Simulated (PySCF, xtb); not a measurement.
C₇H₄N₆, SMILES C12N=CN=C3N1C(=NC=N3)C=CN=2.

Harmonic wavenumbers (cm⁻¹) from GFN2-xTB run with xtb at its own minimum, in rising order: 98, 110, 186, 211, 381, 431, 444, 452, 474, 480, 489, 561, 672, 680, 704, 780, 795, 817, 846, 853, 902, 907, 923, 1076, 1088, 1093, 1115, 1137, 1184, 1227, 1242, 1248, 1286, 1337, 1342, 1455, 1487, 1550, 1556, 1579, 1591, 3065, 3065, 3072, 3146.

Task: What does B3LYP-D3(BJ)/def2-SVP in PySCF 2.14.0 give at its own minimum? (The exact figures need the calculation; the answer reports its results.)

Result: 118, 134, 222, 246, 443, 481, 489, 499, 499, 519, 532, 598, 681, 739, 768, 826, 844, 876, 877, 881, 1014, 1015, 1025, 1070, 1082, 1109, 1136, 1167, 1221, 1284, 1306, 1327, 1352, 1430, 1439, 1534, 1550, 1613, 1620, 1690, 1692, 3159, 3159, 3163, 3246. Paired by order, the mean absolute difference is 57 cm⁻¹ and the zero-point energies are 70.2 and 73.9 kcal/mol.
